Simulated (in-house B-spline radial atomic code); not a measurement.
The iridium ion Ir⁶⁺: [Xe] 4f14 5d3

Level of theory: Dirac-Kohn-Sham OLYP, spherical fractional occupations, Fermi nucleus of rms radius 5.4032 fm; calculated with an all-electron radial atomic-structure program (B-spline basis).

Z_r = [3n² - l(l+1)]/(2<r>); Z_e = n√(-2ε); the last column is Slater's effective charge. Values are occupation-weighted means over j. An effective charge above Z reflects the relativistic contraction of the inner shells.

```tsv
shell	electrons	ε (eV)	<r> (bohr)	Z_r	Z_e	Slater
1s	2	-76060	0.01744	85.99	74.77	76.70
2s	2	-13372	0.07297	82.23	62.70	72.85
2p	6	-11733	0.06571	76.09	58.73	72.85
3s	2	-3191.8	0.1899	71.08	45.95	65.75
3p	6	-2704.9	0.1902	65.71	42.30	65.75
3d	10	-2122.6	0.1732	60.63	37.47	55.85
4s	2	-745.82	0.4231	56.73	29.62	49.25
4p	6	-584.15	0.4489	51.24	26.21	49.25
4d	10	-373.58	0.478	43.94	20.96	37.85
5s	2	-178.34	0.9623	38.97	18.10	19.35
4f	14	-144.93	0.531	33.90	13.06	26.45
5p	6	-134.53	1.088	33.56	15.72	19.35
5d	3	-80.369	1.378	25.03	12.15	8.30
```

The least bound orbital is 5d5/2 at -79.61 eV, and it is also the most diffuse (<r> = 1.39 bohr).

Spin-orbit splittings of the orbital energies (j = l + 1/2 above j = l - 1/2 when positive): 2p 1627 eV, 3p 356.5 eV, 3d 77.16 eV, 4p 84.45 eV, 4d 15.71 eV, 4f 3.16 eV, 5p 14.71 eV, 5d 1.907 eV.

For the 1s electron the small component carries 8.5 % of the norm, the zero-frequency Breit interaction raises the level by 277.9 eV, self-energy by 176.1 eV, and vacuum polarisation lowers it by 34.84 eV.
